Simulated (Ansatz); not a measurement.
Zn₂H₂Cl₂⁺, that is (ClZn-mu-H)2 with one electron fewer. Total charge 1; doublet. Geometry PBE-D4/def2-SVP, that of the neutral singlet; atoms count from 1.

```xyz
6

Zn   -0.929   -0.777   -0.046
Cl   -2.826   -1.638    0.331
H     0.503   -0.861   -0.861
Zn    0.933    0.772    0.053
Cl    2.814    1.655   -0.354
H    -0.495    0.850    0.877
```

**Question.** Estimate the Mulliken populations from the PBE0/def2-TZVP orbitals of Ansatz.

**Answer.** 
```
atom  charge (e)  spin (α − β)  d electrons
 Zn1        0.42          0.00        10.05
 Cl2       -0.03          0.33            –
  H3        0.12          0.16            –
 Zn4        0.42          0.00        10.05
 Cl5       -0.03          0.33            –
  H6        0.12          0.16            –
```
Mulliken values depend strongly on the basis.

**Question.** Where does the spin sit?

**Answer.** Summed by element: Zn 0.01, Cl 0.66, H 0.33, of 1 unpaired in all. Largest on single atoms: Cl5 0.33, Cl2 0.33, H6 0.16.

**Question.** And the Mayer bond orders between heavy atoms (over 0.3)?

**Answer.** Zn1–Cl2 1.09 (2.12 Å); Zn1–Zn4 0.41 (2.42 Å); Zn4–Cl5 1.09 (2.12 Å).
